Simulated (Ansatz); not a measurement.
A nudged elastic band was laid between two geometries of AlCl2H6NO2Ti (13 atoms, charge 0, multiplicity 1).

The calculation used Ansatz 0.2.0, RHF/def2-SVP.

```
movable images  : 1
climbing image  : no
spring          : 5.0 eV/Å²
optimiser       : quadratic models (default)
start path      : through a guess of the saddle point
force threshold : 0.05 eV/Å
iteration limit : 60
end points      : relaxed
```

Image 0:

```xyz
13
Properties=species:S:1:pos:R:3
Ti 0.190 -0.308 0.348
O -0.913 0.271 1.555
H -0.857 0.940 2.224
Cl 2.025 0.884 1.002
Cl -0.123 0.582 -1.676
N -1.080 -1.957 -0.137
H -1.929 -1.881 0.404
H -1.357 -1.938 -1.106
O 1.238 -1.922 0.738
Al 0.132 -3.388 0.374
H 0.671 -4.204 -0.870
H -0.304 -4.099 1.720
H 2.121 -1.862 1.078
```

Image 2:

```xyz
13
Properties=species:S:1:pos:R:3
Ti 0.077 -0.846 0.544
O 0.831 0.651 1.939
H 0.235 1.205 2.429
Cl 1.815 -0.153 -0.774
Cl -1.957 0.100 0.995
N -0.682 -2.158 -0.888
H -1.664 -2.030 -1.078
H -0.194 -2.128 -1.769
O 0.395 -2.206 1.413
Al -0.202 -3.642 0.344
H 1.013 -4.475 -0.225
H -1.498 -4.309 0.954
H 1.645 1.109 1.770
```

Problem. Which bonds break or form, and what moves?

Solution. Bonds broken: O9–H13. Bonds formed: O2–H13.

Problem. What energy profile does the band end with?

Solution. The forces met the threshold. The highest image is number 1 of 0 to 2, 92.1 kJ/mol above the first end and 70.6 kJ/mol above the last; the last end lies 21.5 kJ/mol above the first. No image climbed, so the highest image needn't sit at the top of the path. A band with more images between the same ends climbed to 1.48 eV, so this one has probably stepped over the top. So few images can step over the top or miss a turn of the path. The orbitals stay closed-shell, which can raise the energy where a bond breaks towards radicals; this wasn't checked here.

```json
{"image": "0", "path coordinate (Å)": "0.00", "energy (kJ/mol)": "0.0", "O9–H13 (Å)": "0.95", "O2–H13 (Å)": "3.74"}
{"image": "1", "path coordinate (Å)": "4.58", "energy (kJ/mol)": "92.1", "O9–H13 (Å)": "2.53", "O2–H13 (Å)": "0.95"}
{"image": "2", "path coordinate (Å)": "9.15", "energy (kJ/mol)": "21.5", "O9–H13 (Å)": "3.56", "O2–H13 (Å)": "0.95"}
```

Problem. What is the geometry of the highest image?

Solution. 
```xyz
13
Properties=species:S:1:pos:R:3
Ti 0.636 -0.563 0.039
O -0.071 -0.200 2.013
H -0.787 0.402 2.184
Cl 2.246 0.151 -1.322
Cl -0.897 1.219 -0.319
N -0.723 -1.988 -0.607
H -1.657 -1.679 -0.375
H -0.734 -2.170 -1.600
O 1.358 -1.879 0.796
Al 0.221 -3.307 0.549
H 0.775 -4.509 -0.309
H -0.589 -3.500 1.909
H 0.038 -0.857 2.694
```

Time of the run: 59 s on 4 threads of Arm Neoverse V1, on a shared host, peak memory 0.54 GiB.
